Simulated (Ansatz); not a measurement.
One change: `[OH][Al]1[CH2][CH]1[SiH3]` becomes `[OH][Al]1[CH2][CH2]1`.

Ansatz, PBE0-D4/def2-TZVP geometries, multiplicity 1. Each molecule was computed in one conformer, which needn't be the lowest.

```json
{"property": "HOMO–LUMO gap (B3LYP/def2-TZVPP) / eV", "`[OH][Al]1[CH2][CH]1[SiH3]`": "4.67"}
{"property": "HOMO energy (PBE/def2-TZVPP) / eV", "`[OH][Al]1[CH2][CH]1[SiH3]`": "-4.88"}
{"property": "LUMO energy (B3LYP/def2-TZVPP) / eV", "`[OH][Al]1[CH2][CH]1[SiH3]`": "-1.05"}
{"property": "size of the dipole moment (ωB97M-V/def2-TZVPP) / D", "`[OH][Al]1[CH2][CH]1[SiH3]`": "1.70"}
{"property": "HOMO–LUMO gap (PBE0/def2-TZVPP) / eV", "`[OH][Al]1[CH2][CH]1[SiH3]`": "5.09"}
{"property": "LUMO energy (PBE0/def2-TZVPP) / eV", "`[OH][Al]1[CH2][CH]1[SiH3]`": "-0.83"}
```

**Question.** What does the change do to each property? (Best estimate.)

**Answer.** The calculation gave: 
```json
{"property": "HOMO–LUMO gap (B3LYP/def2-TZVPP) / eV", "`[OH][Al]1[CH2][CH2]1`": "4.67", "shift": "0.00"}
{"property": "HOMO energy (PBE/def2-TZVPP) / eV", "`[OH][Al]1[CH2][CH2]1`": "-4.77", "shift": "0.11"}
{"property": "LUMO energy (B3LYP/def2-TZVPP) / eV", "`[OH][Al]1[CH2][CH2]1`": "-1.06", "shift": "-0.01"}
{"property": "size of the dipole moment (ωB97M-V/def2-TZVPP) / D", "`[OH][Al]1[CH2][CH2]1`": "1.66", "shift": "-0.04"}
{"property": "HOMO–LUMO gap (PBE0/def2-TZVPP) / eV", "`[OH][Al]1[CH2][CH2]1`": "5.15", "shift": "0.06"}
{"property": "LUMO energy (PBE0/def2-TZVPP) / eV", "`[OH][Al]1[CH2][CH2]1`": "-0.77", "shift": "0.06"}
```

Dipoles are sizes alone; their direction can turn.

B3LYP here is the variant with VWN-RPA as its local correlation; programs differ in this.
